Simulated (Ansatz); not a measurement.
A structure relaxed at PBE0-D4/def2-TZVP, charge 0, multiplicity 1:

```csv
atom,x (Å),y (Å),z (Å)
Cl1,-0.7954,2.3427,1.5164
Hf2,-0.3006,0.3656,0.4021
Se3,-1.7173,-1.5604,1.2920
Se4,2.1919,-0.1710,0.6370
Se5,-0.8910,0.4926,-2.0783
H6,-0.5275,-2.4105,1.1063
H7,2.0941,-0.7647,-0.7089
H8,-0.0542,1.7057,-2.1666
```

Task: Give its formula and SMILES.

Result: ClH3HfSe3, `[Cl][Hf]([SeH])([SeH])[SeH]`.

Task: Summarise the bond lengths by kind.

Result: 1 × Cl–Hf 2.323 Å; 3 × Hf–Se 2.551 to 2.560 Å; 3 × H–Se 1.474 to 1.476 Å.

Computed with Ansatz.
